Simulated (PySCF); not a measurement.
A calculated (UHF, PySCF 2.14, x2c-SVPall, scalar relativity by spin-free X2C-1e) atom or ion has these occupied shells.

```tsv
shell	electrons	orbital energy (eV)	rms radius, mean of both spins (bohr)
1s α	1	-13566.0	0.0493
1s β	1	-13565.7	0.0493
2s α	1	-1836.5	0.205
2s β	1	-1836.4	0.205
2p α	3	-1616.5	0.183
2p β	3	-1616.2	0.183
3s α	1	-288.91	0.588
3s β	1	-288.41	0.588
3p α	3	-216.99	0.607
3p β	3	-216.32	0.607
3d α	5	-97.285	0.651
3d β	5	-96.941	0.651
4s α	1	-40.668	1.78
4s β	1	-34.608	1.78
4p α	3	-23.592	2.14
4p β	1	-21.068	2.14
```

**Question.** Name the element and its charge.

**Answer.** Br⁺ (bromine, charge +1), in [Ar] 3d10 4s2 4p4, high-spin 3P determinant.
